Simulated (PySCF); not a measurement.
First SCF of a structure search on triplet TcO₂⁺, at a hand-made end-on geometry. PySCF input:

```python
from pyscf import gto, scf, dft
mol = gto.M(atom='''
Tc     0.000000     0.000000     0.000000
O      0.000000     0.000000     1.967300
O      1.252800     0.000000     2.687300''',
    basis={'Tc': 'def2-TZVP', 'O': 'def2-TZVP'},
    ecp={'Tc': 'def2-TZVP'},
    charge=1, spin=2)
mf = dft.UKS(mol, xc='PBE0')
mf.grids.atom_grid = (50, 194)
aux = {'Tc': 'def2-universal-JKFIT', 'O': 'def2-universal-JKFIT'}
mf = mf.density_fit(auxbasis=aux)
mf.conv_tol = 1e-08
mf.diis_space = 10
mf.max_cycle = 60
mf.init_guess = 'minao'
mf.verbose = 4
mf.kernel()
```

Excerpt of the output (cycles alone):

```
init E= -223.790698998204
cycle= 1 E= -230.557916810876  delta_E= -6.77  |g|= 0.307  |ddm|= 2.79
cycle= 2 E= -230.375550842547  delta_E= 0.182  |g|= 0.666  |ddm|= 0.502
cycle= 3 E= -230.017019618336  delta_E= 0.359  |g|= 1.12  |ddm|= 0.875
cycle= 4 E= -230.556351877467  delta_E= -0.539  |g|= 0.305  |ddm|= 0.414
cycle= 5 E= -230.590234827507  delta_E= -0.0339  |g|= 0.223  |ddm|= 0.177
cycle= 6 E= -230.605900536889  delta_E= -0.0157  |g|= 0.143  |ddm|= 0.08
cycle= 7 E= -230.609491559712  delta_E= -0.00359  |g|= 0.135  |ddm|= 0.03
cycle= 8 E= -230.61978515711  delta_E= -0.0103  |g|= 0.114  |ddm|= 0.0946
cycle= 9 E= -230.629137442478  delta_E= -0.00935  |g|= 0.0762  |ddm|= 0.0872
cycle= 10 E= -230.637434256839  delta_E= -0.0083  |g|= 0.027  |ddm|= 0.124
cycle= 11 E= -230.64010145622  delta_E= -0.00267  |g|= 0.0144  |ddm|= 0.0981
cycle= 12 E= -230.640495344799  delta_E= -0.000394  |g|= 0.0141  |ddm|= 0.0345
cycle= 13 E= -230.640704625768  delta_E= -0.000209  |g|= 0.00588  |ddm|= 0.0197
cycle= 14 E= -230.640817316094  delta_E= -0.000113  |g|= 0.00328  |ddm|= 0.0241
cycle= 15 E= -230.640845729786  delta_E= -2.84e-05  |g|= 0.00311  |ddm|= 0.0127
cycle= 16 E= -230.640869237458  delta_E= -2.35e-05  |g|= 0.000918  |ddm|= 0.0116
cycle= 17 E= -230.640874790905  delta_E= -5.55e-06  |g|= 0.000957  |ddm|= 0.00699
cycle= 18 E= -230.640876120323  delta_E= -1.33e-06  |g|= 0.000187  |ddm|= 0.00486
cycle= 19 E= -230.640876164538  delta_E= -4.42e-08  |g|= 4.97e-05  |ddm|= 0.000561
cycle= 20 E= -230.64087617013  delta_E= -5.59e-09  |g|= 2.54e-05  |ddm|= 0.000141
Extra cycle  E= -230.64087617012  delta_E= 1.04e-11  |g|= 4.74e-05  |ddm|= 6.25e-05
converged SCF energy = -230.64087617012  <S^2> = 3.2106118  2S+1 = 3.720544
```

This is not the lowest solution: another start and a stability analysis within the same unrestricted form found one 15.8 kJ/mol lower, at -230.64691 Eh.

With open d or f shells other occupations or spin states may lie lower.

The search for the lowest solution, 3 starts and the stability check together, took 20 s on 2 threads of a shared Arm Neoverse V2 host, with 102 basis functions; the process peaked at 0.4 GiB.
